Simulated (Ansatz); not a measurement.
Basis-set series for ClFHOSn (`[O][SnH]([F])[Cl]`) radical. Charge 0, multiplicity 2. Sn takes the def2 core potential. The geometry is a stationary point of PBE0-D4/def2-TZVP.

```csv
functional,basis,functions,energy (Eh),HOMO (eV),LUMO (eV)
PBE0-D4,def2-SVP,77,-849.54277,-9.19,-4.65
PBE0-D4,def2-TZVPP,168,-849.94369,-9.42,-4.86
ωB97M-V,def2-SVP,77,-849.74253,-11.55,-2.33
ωB97M-V,def2-TZVPP,168,-850.14708,-11.82,-2.64
```

Q: Give the rows for def2-QZVPP. (Best estimate.)

A: Ansatz gave: 
```csv
functional,basis,functions,energy (Eh),HOMO (eV),LUMO (eV)
PBE0-D4,def2-QZVPP,296,-849.97027,-9.46,-4.88
ωB97M-V,def2-QZVPP,296,-850.17245,-11.86,-2.69
```

HOMO and LUMO are taken over both spins.
